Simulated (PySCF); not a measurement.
# Si(NMe2)4: 4 charge schemes on one density

Compound: Si(NMe2)4, C8H24N4Si.
Structure used (PBE0-D3(BJ)/def2-SVP), in Å, numbered top down from 1:
```
atom  x, y, z in Å
Si1   -0.0030    0.0003    0.0014
N2    -0.0650    0.0222    1.7375
C3     0.1951    1.2069    2.5106
C4    -0.2235   -1.1687    2.5268
H5    -0.6302    1.4225    3.2185
H6     0.3023    2.0789    1.8490
H7     1.1220    1.1245    3.1152
H8    -0.5058   -2.0183    1.8902
H9     0.7007   -1.4466    3.0740
H10   -1.0216   -1.0452    3.2852
N11    1.6297   -0.0718   -0.5873
C12    2.7554    0.3857    0.1811
C13    1.9546   -0.4360   -1.9404
H14    3.5695   -0.3657    0.1861
H15    2.4643    0.5595    1.2260
H16    3.1888    1.3281   -0.2125
H17    1.0543   -0.7802   -2.4700
H18    2.3841    0.4094   -2.5167
H19    2.6989   -1.2567   -1.9745
N20   -0.8031    1.4621   -0.4895
C21   -2.0137    1.9320    0.1291
C22   -0.4025    2.2189   -1.6442
H23   -1.9162    2.9813    0.4727
H24   -2.2580    1.3143    1.0056
H25   -2.8828    1.9004   -0.5601
H26    0.5682    1.8657   -2.0181
H27   -1.1323    2.1494   -2.4768
H28   -0.2914    3.2942   -1.4017
N29   -0.7754   -1.4097   -0.6567
C30   -0.1447   -2.7025   -0.6843
C31   -2.1504   -1.4196   -1.0757
H32   -0.6467   -3.4350   -0.0188
H33    0.9045   -2.6221   -0.3643
H34   -0.1528   -3.1389   -1.7032
H35   -2.5449   -0.3954   -1.1259
H36   -2.2595   -1.8653   -2.0841
H37   -2.8035   -2.0021   -0.3936
```

Density: PBE0/pcSseg-1 (PySCF); schemes: Mulliken, IAO, Hirshfeld and ESP-fitted. One conformer (not necessarily the lowest) at the PBE0-D3(BJ)/def2-SVP geometry, without solvent, vibrations or thermal averaging.

Q: Atoms with like bonding are taken together and averaged. Do the Mulliken, IAO, Hirshfeld and ESP-fitted schemes agree on where the charge is lowest?

A: The schemes don't all agree: Mulliken N2/N11/N20/N29 (-0.830); IAO N2/N11/N20/N29 (-0.513); Hirshfeld N2/N11/N20/N29 (-0.171); ESP-fitted C3 (×8) (-0.309).

Q: Which atoms carry the highest charge in the Mulliken, IAO, Hirshfeld and ESP-fitted schemes?

A: The schemes don't all agree: Mulliken Si1 (+1.491); IAO Si1 (+1.354); Hirshfeld Si1 (+0.471); ESP-fitted N2/N11/N20/N29 (+0.143).

Q: Give the atomic charges in each scheme.

A: In e; atoms taken as equivalent share a row and are averaged (×n: the atom named and its like, n in all):

```tsv
atom	environment	Mulliken	IAO	Hirshfeld	ESP-fitted
Si1	silicon bonded to 4 N	+1.491	+1.354	+0.471	-0.285
N2/N11/N20/N29	nitrogen bonded to 2 C and Si	-0.830	-0.513	-0.171	+0.143
C3 (×8)	carbon bonded to N and 3 H	-0.092	-0.284	-0.071	-0.309
H5 (×24)	hydrogen on C3	+0.107	+0.124	+0.032	+0.091
```

Mean size of the charges over all atoms: IAO 0.234 e, Mulliken 0.219 e, ESP-fitted 0.149 e, Hirshfeld 0.068 e. Each set sums to the total charge, 0, to within 0.001 e. The Mulliken scheme counts on each atom the diagonal of the density matrix times the overlap matrix over that atom's basis functions.

Some averages cover members that differ in this geometry: C3 (×8), ESP-fitted -0.331 to -0.276; H5 (×24), ESP-fitted +0.074 to +0.112; H5 (×24), IAO +0.110 to +0.144; H5 (×24), Mulliken +0.094 to +0.124 e.

Q: Sum the charges by element, for elements with more than one atom.

A: 
```csv
element,atoms,Mulliken,IAO,Hirshfeld,ESP-fitted
N,4,-3.320,-2.054,-0.684,+0.574
C,8,-0.740,-2.274,-0.567,-2.470
H,24,+2.569,+2.974,+0.779,+2.182
```

Q: How many electrons does the ESP-fitted scheme count on C22?

A: Its own charge is -0.311 e, so Z − q = 6.311.

The run behind these numbers computed NMR shieldings as well. Hardware: an Intel Xeon Platinum 8175M at 2.50 GHz with 2 threads, no GPU, on a shared host. Cost: 2.9 min wall, 6.9 min CPU (with the writing of density and orbital grids), 2.8 GiB resident at most.
